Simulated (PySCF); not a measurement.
This script is equivalent to a calculation on N⁺ (nitrogen, charge +1).

```python
from pyscf import gto, scf, dft, mp, cc
import basis_set_exchange as bse
mol = gto.M(atom="N 0 0 0", charge=1, spin=2, symmetry="D2h",
            basis=gto.basis.parse(bse.get_basis("pcseg-2", elements=["N"], fmt="nwchem", header=False)))
mf = scf.UHF(mol)
mf.irrep_nelec = {'Ag': (2, 2), 'B1u': (1, 0), 'B2u': (1, 0)}
mf.kernel()
```

(1) What total energy does it give?

(2) Which occupied shell lies highest, and where?

(3) What is ⟨S²⟩, and what would a pure spin state give?

Results:

(1) -53.88813 hartree (calculated).

(2) 2p α, at -30.364 eV.

(3) 2.007, against 2.00.
